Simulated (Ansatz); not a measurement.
Consider the ligand exchange at the In–C bond: `C[CH2][In]([OH])[SH]` + HBr → `[OH][In]([SH])[Br]` + ethane.

Program: Ansatz. Geometries: PBE0-D4/def2-TZVP. ΔE: electronic, gas phase. CBS: MP2 limit from def2 TZ/QZ plus the TZ coupled-cluster correction, frozen cores. This one scheme is used for every species. DFT in def2-TZVPP. B3LYP here is the variant with VWN-RPA as its local correlation; programs differ in this. Elements past krypton have def2 core potentials. For Br, In outer-core shells are correlated without core-valence functions, which leaves a few kJ/mol of doubt a bond. Scalar relativity is left out up to krypton. One conformer a species, not always the lowest.

`C[CH2][In]([OH])[SH]`:

Z-matrix (Å, degrees):
```
C
C 1 1.522
H 1 1.092 2 112.0
H 1 1.095 2 111.1 3 -119.9
H 1 1.092 2 112.0 3 120.3
In 2 2.153 1 113.8 3 -60.1
H 2 1.093 1 111.5 3 179.3
H 2 1.093 1 111.5 3 60.4
S 6 2.383 2 126.2 1 0.1
O 6 1.993 2 126.2 1 -179.9
H 9 1.344 6 91.6 2 180.0
H 10 0.960 6 113.9 2 -0.1
```

HBr:

Z-matrix (Å, degrees):
```
Br
H 1 1.420
```

`[OH][In]([SH])[Br]`:

Z-matrix (Å, degrees):
```
In
S 1 2.354
Br 1 2.456 2 122.9
O 1 1.971 2 119.7 3 -180.0
H 2 1.346 1 91.9 3 -180.0
H 4 0.961 1 112.2 2 180.0
```

`CC`:

Cartesian coordinates in Å:
```
C -0.044 0.004 0.758
C 0.044 -0.004 -0.758
H -0.400 0.966 1.132
H -0.732 -0.764 1.121
H 0.930 -0.186 1.215
H 0.400 -0.966 -1.132
H 0.732 0.764 -1.121
H -0.930 0.186 -1.215
```

| level | ΔE (kcal/mol) |
| --- | --- |
| PBE0-D4 | -37.7 |
| ωB97X-V | -37.9 |
| ωB97M-V | -37.4 |
| B2PLYP | -38.2 |
| PBE | -36.4 |
| PBE0 | -38.3 |
| B3LYP | -38.7 |
| CCSD(T)/def2-TZVPP | -35.9 |

Q: What does CCSD(T)/CBS give? (Estimate.)

A: Computed: -36.7 kcal/mol. The listed levels differ from it by -1.0, -1.2, -0.7, -1.5, 0.3, -1.6, -2.0, 0.8 kcal/mol.

Largest T1 diagnostic among the species: 0.014.

From PBE to PBE0 (25 % exact exchange), in def2-TZVPP and without D4, ΔE moves by −1.9 kcal/mol. In def2-TZVPP, CCSD(T) changes the Hartree–Fock value by +9.6 kcal/mol (the triples alone add +0.9 kcal/mol) and MP2 by +9.6 kcal/mol. The D4 term adds +1.0 kcal/mol with B3LYP and +0.6 kcal/mol with PBE0; it sums over pairs of atoms, weighted by their polarisabilities, and B3LYP, whose exchange is more repulsive, gets the larger term.
